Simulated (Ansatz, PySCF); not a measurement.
H4Se2Si, SMILES [SiH2]([SeH])[SeH].

The structure is a stationary point at PBE0-D3(BJ)/def2-SVP. This is a generated structure with no PubChem entry under its InChIKey; it may be hypothetical. Other conformers were not sampled.

Vertical ionisation energy (IE) and electron affinity (EA) in eV. Rows of orbital energies are one-electron estimates. Where ΔSCF, EOM or ADC give a negative EA the extra electron is unbound and the value depends on the basis.

```
level                                                                       IE     EA
------------------------------------------------------------------------  ----  -----
−ε(HOMO), −ε(LUMO), M06-2X/def2-TZVPD (PySCF)                             8.12   0.19
−ε(HOMO), −ε(LUMO), PBE/def2-TZVPD (PySCF)                                5.96   1.61
ΔSCF, CAM-B3LYP/def2-SVPD (Ansatz), final states of multiplicity 2 and 2  9.14  -0.77
ΔSCF, PBE/def2-SVPD (Ansatz), final states of multiplicity 2 and 2        8.64  -0.50
```

Q: What vertical singlet–triplet gap does ΔSCF give with CAM-B3LYP/def2-SVPD (Ansatz, a quantum-chemistry and plane-wave program) and with PBE/def2-SVPD (Ansatz)? (Estimate from the structure and the level; the computed values follow.)

A: 4.91 and 4.24 eV (triplet above singlet where positive).
